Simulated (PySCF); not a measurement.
**Electronic structure of In²⁺ (indium, charge +2) at the LDA level**

Configuration: [Kr] 4d10 5s1, 2S determinant. All numbers are calculated (PySCF 2.14, scalar relativity through the core potential, in aug-cc-pVTZ-PP with ECP28MDF (6s5p4d2f, 55 functions)).

| Quantity | Value |
| --- | --- |
| Total energy | -188.8695 hartree |
| One-electron energy | -320.8815 hartree |
| Hartree (Coulomb) energy | 147.8643 hartree |
| Exchange-correlation energy | -15.8524 hartree |
| ⟨S²⟩ | 0.7504 |
| ⟨L²⟩ | 0.000 |
| Sum of ⟨r⟩ | 21.50 bohr |
| Sum of ⟨r²⟩ | 29.92 bohr² |

```json
{"shell": "4s α", "electrons": "1", "mean orbital energy (hartree)": "-5.13166", "rms radius, mean of both spins (bohr)": "0.909"}
{"shell": "4s β", "electrons": "1", "mean orbital energy (hartree)": "-5.12848", "rms radius, mean of both spins (bohr)": "0.909"}
{"shell": "4p α", "electrons": "3", "mean orbital energy (hartree)": "-3.57480", "rms radius, mean of both spins (bohr)": "0.993"}
{"shell": "4p β", "electrons": "3", "mean orbital energy (hartree)": "-3.57081", "rms radius, mean of both spins (bohr)": "0.993"}
{"shell": "4d α", "electrons": "5", "mean orbital energy (hartree)": "-1.34474", "rms radius, mean of both spins (bohr)": "1.28"}
{"shell": "4d β", "electrons": "5", "mean orbital energy (hartree)": "-1.33493", "rms radius, mean of both spins (bohr)": "1.28"}
{"shell": "5s α", "electrons": "1", "mean orbital energy (hartree)": "-0.90571", "rms radius, mean of both spins (bohr)": "2.46"}
```

Energies and moments cover only the electrons outside the core potential.
